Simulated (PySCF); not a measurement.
**Polarisability and C₆ of V (vanadium, neutral)**

[Ar] 3d3 4s2, high-spin 4F determinant. All numbers are calculated (PySCF 2.14, the non-relativistic Hamiltonian (point nucleus), in dyall-av2z (16s12p7d2f, 101 functions)). Coupled (time-dependent) response in atomic units; α is the mean over directions. A double-zeta set is small for polarisabilities.

```tsv
method	mean α (bohr³)	C₆ (like pair)	S(−4)
UHF	132.4	1456	40920
PBE	92.31	983.2	4908
PBE0	97.50	1062	5517
```

S(−4) is the Cauchy moment in α(ω) = α(0) + S(−4) ω² + …

Reference α: 87 ± 10 bohr³ (recommended; Schwerdtfeger and Nagle, table of static dipole polarizabilities (2023 update)). Published C₆: 832.0 (Chu and Dalgarno (2004); Tang, Norbeck and Certain (1976)).

Hartree-Fock lies above the reference because it lacks correlation, which contracts the outer shell.

α(iu) at PBE0:

```csv
u (hartree),α(iu) (bohr³)
0,97.50
0.0500,85.93
0.100,64.95
0.200,34.86
0.300,20.88
0.500,10.32
0.750,5.953
1.00,4.071
1.50,2.373
2.00,1.594
3.00,0.8804
5.00,0.3929
```

A single London oscillator, α(iu) = α/(1 + u²/ω²), gives C₆ = (3/4) ω α². Matching the computed C₆ needs ω = 4 × 1062 / (3 × 97.50²) = 0.149 hartree.
